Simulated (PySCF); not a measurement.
Atoms are numbered as in `[CH3:1][c:2]1[n:3][n:4][n:5]([CH:6]([CH3:7])[CH3:8])[c:9]1[SiH3:10]`; H(Xn) means a hydrogen on atom n.

Calculated, not measured (PySCF): σ from GIAO-PBE0/pcSseg-1, geometry: GFN2-xTB. In vacuum, one conformer, rapidly exchanging positions averaged, no relativistic terms.

Predict the 2D correlation tables (HSQC, COSY, HMBC).

Results:



HSQC (one-bond C–H):
| δH | δC |
| --- | --- |
| 4.28 (H(C6)) | 55.0 (C6) |
| 2.61 (H(C1)) | 14.6 (C1) |
| 1.71 (H(C7)/H(C8)) | 26.2 (C7/C8) |

COSY cross peaks (H two or three bonds apart, from the bond graph; peaks can be absent where the dihedral angle is near 90°):
| δH | δH |
| --- | --- |
| 4.28 (H(C6)) | 1.71 (H(C7)/H(C8)) |

HMBC (two and three bonds, from the bond graph):
| δH | δC |
| --- | --- |
| 4.47 (H(Si10)) | 154.5 (C2), 124.1 (C9) |
| 4.28 (H(C6)) | 124.1 (C9), 26.2 (C7/C8) |
| 2.61 (H(C1)) | 154.5 (C2), 124.1 (C9) |
| 1.71 (H(C7)/H(C8)) | 55.0 (C6), 26.2 (C7/C8) |

Referencing at the same level of theory: TMS for ¹H (31.72 ppm) and ¹³C (186.93 ppm).

Short H···H contacts in this conformer between protons four or more bonds apart (candidates for NOE cross peaks, intensity ∝ r⁻⁶): H(C6)···H(Si10) 2.73 Å.

Shifts are as computed. Against solution values, carbons near 30 ppm lie about +3 ppm off and those near 130 ppm about +5 ppm. Of 1211 compounds with measured shifts, 218 miss one by over three times the rms of a fit or turn the order of signals round; such compounds aren't used in these exercises.
